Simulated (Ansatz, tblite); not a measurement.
Removing an electron: [closo-B5H5]2- (B5H5²⁻). The state is a singlet with charge -2. Geometry: PBE0-D4/def2-SVPD. Ansatz, gas phase; energy differences of separate SCF runs; the oxidised species was run as a doublet alone.

```xyz
10

B     0.3332    0.8189    0.5712
B    -1.0178   -0.0828   -0.2567
B    -0.2229   -0.6795    1.1042
B     0.2232    0.6791   -1.1045
B     0.6840   -0.7360   -0.3148
H     0.7240    1.7793    1.2403
H    -2.2108   -0.1802   -0.5568
H    -0.4299   -1.3119    2.1318
H     0.4314    1.3119   -2.1316
H     1.4857   -1.5988   -0.6831
```

The xTB rows come from tblite. A multiply charged anion in the gas phase is held together partly by the finite basis. Removing one electron lowers the energy by 2.60 eV at PBE0-D4/def2-TZVPD, so it isn't bound.

Q: Estimate orbital energies and vertical ionisation energies at: GFN1-xTB; GFN2-xTB; PBE-D4/def2-TZVPD; r2SCAN-D4/def2-TZVPD; PBE0-D4/def2-TZVPD.

A: 
```csv
level,−HOMO (eV),vertical IE (eV),−LUMO (eV),HOMO–LUMO gap (eV),remarks
GFN1-xTB,-1.29,1.34,-6.24,4.95,–
GFN2-xTB,-4.53,-1.27,-8.81,4.28,–
PBE-D4/def2-TZVPD,-5.02,-2.53,-6.14,1.12,HOMO above zero (-2 singlet)
r2SCAN-D4/def2-TZVPD,-4.97,-2.70,-6.54,1.57,HOMO above zero (-2 singlet)
PBE0-D4/def2-TZVPD,-4.20,-2.60,-6.50,2.31,HOMO above zero (-2 singlet)
```

Relaxing the oxidised species (PBE0-D4/def2-SVPD) changes its energy by -0.26 eV at PBE0-D4/def2-TZVPD, so the adiabatic ionisation energy to this nearest minimum is -2.86 eV. At PBE-D4/def2-TZVPD it is -2.78 eV.    A HOMO above zero means that the electron is unbound at that level or that self-interaction error raises the level; the energy of removing that electron tells which. Raw xTB energy differences between charge states are shifted by several eV; the methods need an empirical correction for them.
